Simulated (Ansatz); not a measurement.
A nudged elastic band was laid between two geometries of H5NOSeSi (9 atoms, charge 0, multiplicity 1).

Theory: Ansatz 0.2.0, RKS PBE/def2-SVP.

* movable images: 7
* climbing image: yes
* spring: 5.0 eV/Å²
* optimiser: quadratic models (default)
* start path: through a guess of the saddle point
* force threshold: 0.03 eV/Å
* iteration limit: 60
* end points: relaxed

Initial state:

```xyz
9
Properties=species:S:1:pos:R:3
N -0.560 1.321 0.557
Si 0.229 0.179 -0.468
O 1.698 -0.125 0.285
Se -0.771 -1.881 -0.911
H -0.631 1.134 1.560
H -1.390 1.807 0.211
H 0.296 0.781 -1.841
H 2.039 -1.010 0.062
H -0.820 -2.252 0.527
```

Final state:

```xyz
9
Properties=species:S:1:pos:R:3
N -0.436 1.174 -0.083
Si 0.619 -0.325 -1.078
O 1.524 -0.446 0.401
Se -1.214 -1.861 -0.659
H -0.194 1.057 0.916
H -1.448 1.009 -0.201
H -0.204 2.139 -0.363
H 2.395 -0.852 0.245
H -0.955 -1.941 0.805
```

Task: Which bonds break or form, and what moves?

Result: Bonds broken: Si2–H7. Bonds formed: N1–H7.

Task: Give the energies along the band, and the barrier.

Result: The run converged. The highest image is number 4 of 0 to 8, 60.0 kcal/mol above the first end and 36.2 kcal/mol above the last; the last end lies 23.8 kcal/mol above the first. Neighbouring images differ by up to 1.5 eV, so the band resolves the path poorly. A vibrational analysis at the climbing image gives one clearly imaginary mode, 1324i cm⁻¹: a first-order saddle point. The orbitals stay closed-shell, which can raise the energy where a bond breaks towards radicals; this wasn't checked here.

```tsv
image	path coordinate (Å)	energy (kcal/mol)	Si2–H7 (Å)	N1–H7 (Å)
0	0.00	0.0	1.50	2.60
1	0.67	0.7	1.50	2.67
2	1.33	1.4	1.51	2.71
3	2.00	25.1	1.50	2.14
4	2.66	60.0	1.64	1.44
5	3.15	37.8	2.02	1.06
6	3.64	26.6	2.47	1.03
7	4.13	24.0	2.69	1.03
8	4.62	23.8	2.69	1.03
```

Task: What is the geometry of the highest image?

Result: 
```xyz
9
Properties=species:S:1:pos:R:3
N -0.538 1.220 0.267
Si 0.385 -0.111 -0.728
O 1.566 -0.431 0.455
Se -1.078 -1.933 -0.947
H -0.113 1.642 1.106
H -1.566 1.250 0.281
H 0.027 1.455 -1.035
H 2.354 -0.870 0.085
H -0.949 -2.270 0.498
```

Run time: 4.1 min on 2 threads of Arm Neoverse V1 (shared host), peak memory 0.14 GiB.
